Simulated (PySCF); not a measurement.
Cartesian coordinates in Å; atom numbers follow the order of the lines, from 1:
```xyz
16

O     4.632    0.290   -1.253
C     3.817    0.490   -0.383
C     2.422    0.296   -0.483
C     1.230    0.106   -0.602
C    -0.161   -0.043   -0.675
Si   -1.298    1.483   -0.419
C    -0.968   -0.038    0.651
Si   -2.142   -1.482    0.962
Cl   -3.334   -1.683   -0.659
H     4.121    0.864    0.619
H    -0.486   -0.756   -1.425
H    -2.481    1.533   -1.256
H    -0.640    2.719   -0.039
H    -0.327    0.156    1.507
H    -1.410   -2.736    1.127
H    -2.983   -1.190    2.120
```

Computed data (PySCF 2.14): GFN2-xTB geometry, σ from GIAO-PBE0/pcSseg-1. No solvent model, a single conformation, non-relativistic Hamiltonian.

Scale: ¹³C (186.93 ppm), ¹H (31.72 ppm), ²⁹Si (349.16 ppm) against TMS; ¹⁷O (336.08 ppm) against H2O; ³⁵Cl (949.78 ppm) against HCl (reference shieldings calculated alike).

```tsv
atoms	nucleus	count	Hirshfeld charge	δ (ppm)
Cl9	³⁵Cl	1	-0.11	?
H16	¹H	1	-0.07	?
C3	¹³C	1	-0.07	85.8
H12	¹H	1	-0.05	3.34
C4	¹³C	1	-0.01	113.1
H10	¹H	1	0.04	9.38
C7	¹³C	1	-0.20	10.8
C2	¹³C	1	0.11	?
H14	¹H	1	0.05	0.52
H15	¹H	1	-0.07	?
O1	¹⁷O	1	-0.23	719.7
Si6	²⁹Si	1	0.35	-123.9
H11	¹H	1	0.05	1.94
C5	¹³C	1	-0.10	2.3
H13	¹H	1	-0.04	?
Si8	²⁹Si	1	0.35	-16.2
```

Fill in the missing shifts.

Answers


- C2: 179.0 ppm, aldehyde carbonyl carbon; low-lying n→π* states of the double bond to the heteroatom give a large paramagnetic term (-242 ppm)
- H15: 5.51 ppm, hydrogen on a silicon bonded to C, Cl
- H16: 5.35 ppm, hydrogen on a silicon bonded to C, Cl
- H13: 3.16 ppm, hydrogen on a silicon bonded to 2 C, in a 3-membered ring
- Cl9: -71 ppm, chlorine bonded to Si

Shifts are as computed. Against solution values, carbons near 30 ppm lie about +3 ppm off and those near 130 ppm about +5 ppm. Of 1309 compounds with measured shifts, 239 miss one by over three times the rms of a fit or turn the order of signals round; such compounds aren't used in these exercises. Unscaled 17O shifts of doubly bonded oxygen tend to come out too high, by tens of ppm or more. Experimental scales use liquid or dissolved standards, which lie at an offset from isolated H2O (liquid H2O: subtract about 36 ppm).
